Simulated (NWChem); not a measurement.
Species: CH6OSi; SMILES OC[SiH3]

```xyz
9

O      0.3630     1.6549    -0.0717
C     -0.6432     0.6483     0.0155
Si     0.1150    -1.1088    -0.0176
H      0.9257     1.5685     0.7199
H     -1.3027     0.7754    -0.8696
H     -1.3083     0.7715     0.9070
H      1.0990    -1.2074     1.1212
H      0.8625    -1.3312    -1.3023
H     -0.9302    -2.1820     0.1514
```
Atoms are numbered in this order, from 1.

Program: NWChem. Structure relaxed at the PBE-D3(BJ)/def2-SVP level. B3LYP is NWChem's, with the RPA form of VWN correlation. Vertical excitations in the gas phase; the lowest state need not have the same character in each row.

```
level                       lowest excitation, singlet (eV)  oscillator strength of that lowest state  lowest state with f > 0.02, singlet (eV)  oscillator strength of that bright state  orbital gap (eV)
--------------------------  -------------------------------  ----------------------------------------  ----------------------------------------  ----------------------------------------  ----------------
PBE/def2-SVP, TDA                                      5.97                                     0.016                                      6.55                                     0.037              5.81
B3LYP/def2-SVP, TDA                                    6.58                                     0.012                                      7.27                                     0.057              7.76
Hartree-Fock/def2-SVP, CIS                             8.38                                     0.014                                      9.44                                     0.164             15.26
BHandHLYP/def2-SVP, TDA                                7.32                                     0.011                                      8.23                                     0.095             10.63
```
